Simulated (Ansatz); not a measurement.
## Reading a saddle point

A first-order saddle point of BH$_{4}$SeBr, singlet, PBE0-D4/def2-TZVP, with one imaginary mode of 493i cm⁻¹:

```xyz
7
angstrom
B -0.2417 -0.7487 -0.2190
Br -0.7505 0.1428 1.8493
H -1.2594 -0.6452 -0.8229
H 0.2339 -1.7948 0.0874
H 0.4523 0.8045 1.0300
Se 1.2292 0.6017 -0.6962
H 0.3361 1.6396 -1.2287
```

Program: Ansatz 0.2.0. Basis: def2-TZVPP and def2-QZVPP. Cores are frozen in the correlated methods. Filled d shells of the heavier atoms are correlated. The def2 sets are not built for correlating such inner shells, so the correlated values are less sure here. Extrapolation: Hartree–Fock as exp(−7.88 √X), correlation as X^−2.97.

**Question.** Which contacts change along the imaginary mode, and what lies on either side? (Judge from chemistry; the calculation decides.)

**Answer.** The calculation gives: The step is BH₂Br ([BH2][Br]) + H₂Se → BH₃Se ([BH2][SeH]) + HBr, with the molecules in contact on both sides. Shortening one way: B1–Se6, Br2–H5; lengthening the same way: B1–Br2, H5–Se6.
```
  pair  one side (Å)  saddle (Å)  other side (Å)
B1–Se6          2.15        2.05            1.91
Br2–H5          3.30        1.60            1.43
B1–Br2          1.99        2.31            4.40
H5–Se6          1.47        1.90            2.63
```

**Question.** Which side is lower, and how far does the saddle lie above each? (Judge from chemistry; the value comes from the calculation.)

**Answer.** By the calculation: The side with B1–Br2, H5–Se6 short is lower by 5.69 kcal/mol; the saddle lies 18.58 kcal/mol above it and 12.89 kcal/mol above the other (CCSD(T) at an estimated basis limit (MP2 extrapolated from triple and quadruple zeta, plus CCSD(T) − MP2 in triple zeta); electronic energies).

T1 diagnostic: at most 0.011.

Labels in which every atom is bracketed show which atoms are joined, not bond orders.

For scale, one of the runs: CCSD(T)/def2-TZVPP, 183 basis functions, launched by `ansatz run in.yaml --threads 4 --pin off --events-out ev --progress --plain --max-ram 9574MiB`. Time: 52 s of wall clock on 4 CPU threads of an Arm Neoverse V2; the host was shared. Peak host memory: 1.9 GiB.
